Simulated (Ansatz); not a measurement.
`[SiH3]OCS`, charge 0, multiplicity 1.

Problem. Give a relaxed structure at PBE0-D4/def2-TZVP (Ansatz 0.2.0). (Best estimate.)

Solution. The calculation gave: 
Cartesian coordinates in Å:
```
Si 1.1395 0.4060 -1.1306
O 0.4693 -0.3751 0.1581
C -0.8934 -0.2857 0.4678
S -1.3220 -1.2519 1.9222
H 2.5832 0.0857 -1.1027
H 0.9260 1.8758 -1.0184
H 0.5225 -0.0565 -2.4043
H -1.5132 -0.7032 -0.3344
H -1.1918 0.7555 0.6267
H -0.7203 -0.4505 2.8156
```
This is one stationary point; other conformers may exist.
